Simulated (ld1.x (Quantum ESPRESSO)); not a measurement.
# What one change does to a pseudopotential (antimony (Sb), TM)

- Element: antimony (Sb)
- Generator: ld1.x (Quantum ESPRESSO) 7.5
- Type: norm-conserving Troullier–Martins (Kleinman–Bylander form)
- Functional: LDA (PZ)
- Relativity: fully relativistic
- Frozen core: [Kr]
- Valence charge: 15
- Reference configuration: 4d10 5s2 5p3
- Partial waves: 5p (bound): rc 1.90 bohr; 4d (bound): rc 1.55 bohr; 5s (bound): rc 1.80 bohr
- Local potential: the s channel
- Core correction: Bessel-smoothed model core, default radius (core density twice the valence density)

Open shells are filled in proportion to 2j + 1 (rel_dist='average').

All-electron outer shells of the reference configuration (LDA (PZ), scalar-relativistic, ld1.x):

```
shell  level (eV)  outermost node (bohr)  outermost maximum (bohr)
   4s     -148.49                   0.39                      0.73
   4p     -101.60                   0.39                      0.76
   4d      -33.55                   0.38                      0.84
   5s      -13.09                   0.95                      1.88
   5p       -5.00                   1.04                      2.32
```

Change: scalar-relativistic.

Cutoffs: the cutoffs (Ry, on a coarse ladder) from which the occupation-weighted sum of valence levels, in a spherical-Bessel basis at the reference potential, stays within 10 and 1 mRy of its value at 400 Ry; they do not see the model core or the augmentation charge, which bear on the density cutoff. Errors are all-electron minus pseudo energies relative to the spin-unpolarised reference configuration.

Question: How do hardness, ghosts and transferability respond?

Answer: The potential gets neither clearly harder nor softer (90 Ry and 140 Ry → 90 Ry and 140 Ry); the d channel sets the loose cutoff, while the largest relative change is in p, which becomes softer; the number of tests with a reliable result goes from 7 to 9; of the 7 tests that both files solve, the error grows in 4 and shrinks in 2 by more than 15 % and 0.3 meV (median size 3.7 → 4.6 meV); neither file shows a bound ghost.

```tsv
quantity	base	changed
cutoff, loose	90 Ry	90 Ry
cutoff, tight	140 Ry	140 Ry
loose cutoff by channel (10 mRy a level)	p 10 Ry, d 80 Ry, s 18 Ry	p 8 Ry, d 70 Ry, s 18 Ry
bound ghosts	none	none
error for 4d10 5s2 5p2, meV [ΔE 8.54 → 8.52 eV]	+1.3	-0.9
error for 4d10 5s2 5p1, meV [ΔE 24.81 → 24.77 eV]	+4.7	-1.7
error for 4d10 5s2 5p0, meV [ΔE 49.62 → 49.56 eV]	+4.9	-8.2
error for 4d9 5s2 5p3, meV [ΔE 40.77 → 40.80 eV]	-322	-333
error for 4d10 5s0 5p5, meV [ΔE 16.59 → 16.65 eV]	-3.7	-4.6
error for 4d10 5s1 5p4, meV [ΔE 8.18 → 8.21 eV]	-1.1	-1.6
error for 4d10 5s1 5p0, meV [ΔE 94.44 → 94.38 eV]	-1.7	-24
s: phases at 2.04 bohr within 0.05 rad from the reference energy up to (Ry; the scan ends near 5)	4.1	4.1
```
